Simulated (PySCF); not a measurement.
# Molecular orbitals of GeSe

PBE0 at R = 2.143 Å; Ge cc-pVTZ-PP with ECP10, Se cc-pVTZ-PP with ECP10; scalar-relativistic core potentials (PySCF 2.14). State: triplet, unpaired electrons π ↑↑, a mixture of terms (⟨Lz²⟩ = 2.0), a second solution, started from another occupation. Only the outer orbitals are listed, counted within each symmetry, core potentials removing the inner ones.

```
spin  orbital  occ.  ε (eV)  on Ge (%)            main shells (%)
   α       7σ     1  -20.96         15           83 Se s, 10 Ge s
   α       8σ     1  -13.54         65  64 Ge s, 22 Se p, 12 Se s
   α       5π     1   -9.53         14           85 Se p, 12 Ge p
   α       5π     1   -8.40         16           83 Se p, 14 Ge p
   α       9σ     1   -8.00         54  45 Se p, 28 Ge p, 24 Ge s
   α       6π     1   -4.68         86           86 Ge p, 12 Se p
   α       6π     0   -2.43         85           85 Ge p, 13 Se p
   β       7σ     1  -19.75         16           82 Se s, 10 Ge s
   β       8σ     1  -12.58         61  60 Ge s, 25 Se p, 13 Se s
   β       5π     1   -8.02         16           83 Se p, 14 Ge p
   β       9σ     1   -7.50         57  42 Se p, 30 Ge p, 27 Ge s
   β       5π     0   -5.27         18           81 Se p, 16 Ge p
   β       6π     0   -2.09         84           84 Ge p, 13 Se p
   β       6π     0   -1.14         82           82 Ge p, 15 Se p
```

Which are the highest filled and the lowest empty level, where do they sit, and how wide is the gap?

Highest filled α 6π at -4.68 eV (in %: 86 Ge p, 12 Se p); lowest empty β 5π at -5.27 eV (in %: 81 Se p, 16 Ge p); the gap at PBE0 is -0.59 eV.

The bond order (Mayer) is 1.40 and the ⟨S²⟩ is 2.008. The charge on Ge (Mulliken, basis-dependent) is 0.01. The charge on Ge (Löwdin, basis-dependent) is -0.19. The dipole moment (positive dipole means Ge(−)Se(+)) is 0.40 D.

Spin–orbit coupling is left out. Counting both spins, an empty level lies below a filled one in this solution, because spin and occupation are held.
